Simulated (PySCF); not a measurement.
NICS in isomers of [C7H10NS]+.

NICS = −σ at a ghost point: NICS(0) at the centroid of the ring atoms, NICS(1) 1 Å to either side along the normal of their mean plane, zz for the tensor component along that normal. Level: GIAO PBE0/pcSseg-1 (PySCF, non-relativistic, gas phase) on the GFN2-xTB geometries, one conformer each. Atom numbers follow the mapped SMILES.

Question: Order these rings by mean NICS(1)zz, lowest (most negative) first (ppm).
A. ring C3–C4–C5–C6–C7–C9 in `[CH3:1][S:2][c:3]1[cH:4][cH:5][cH:6][c:7]([NH3+:8])[cH:9]1` (charge +1)
B. ring C3–C4–N5–C6–C7–C9 in `[CH3:1][S:2][c:3]1[cH:4][nH+:5][cH:6][c:7]([CH3:8])[cH:9]1` (charge +1)
C. ring C3–C4–N5–C6–C7–C8 in `[CH3:1][S:2][c:3]1[cH:4][nH+:5][cH:6][cH:7][c:8]1[CH3:9]` (charge +1)

Answer: A (-24.0), C (-22.9), B (-21.5).

```
            SMILES                                               ring  NICS(0)  NICS(1)  NICS(1)zz  HOMA  rms pucker (Å)  ring atoms with four or more neighbours
CSc1cccc([NH3+])c1   6-membered carbocycle; formal bonds all aromatic     -8.5    -10.1      -24.0  0.98            0.00                                        0
   CSc1c[nH+]ccc1C  6-membered ring with N; formal bonds all aromatic     -7.0     -9.7      -22.9  0.94            0.00                                        0
 CSc1c[nH+]cc(C)c1  6-membered ring with N; formal bonds all aromatic     -6.4     -9.1      -21.5  0.98            0.00                                        0
```

NICS(0) gives the same order. The isotropic NICS(1) gives the same order. HOMA uses Krygowski's 1993 parameters. NICS(1) and NICS(1)zz are means over the two faces.
